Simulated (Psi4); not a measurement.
sulfur dioxide (O2S), singlet, geometry from GFN2-xTB. Base run: CAM-B3LYP/STO-3G in Psi4 1.11.

Geometry (Å):
```xyz
3

S      0.0139    -0.0040     0.3778
O     -0.0332     1.2224    -0.3642
O      0.0053    -1.2144    -0.3915
```
All else is at Psi4's defaults (density fitting).

Variants of this job, named by their change:

```csv
change,E (Eh),SCF-reference dipole (D),core-seconds (rough)
base,-541.84612,1.54,4
functional = wb97x,-541.90311,1.53,4
functional = m06,-541.79336,1.56,4
functional = x3lyp,-541.82746,1.50,4
functional = bp86,-541.97983,1.35,4
functional = scan,-541.95644,1.45,6
functional = bhhlyp,-541.86010,1.65,4
functional = wb97x-v,-541.83991,1.52,20
functional = pbe0,-541.67280,1.48,4
functional = blyp,-541.87414,1.38,4
functional = pbe0-dh,-541.60833,-,4
functional = m06-2x,-541.92949,1.60,6
functional = dsd-pbep86,-541.25793,-,4
```

Totals shift with the method and basis; they matter in differences.
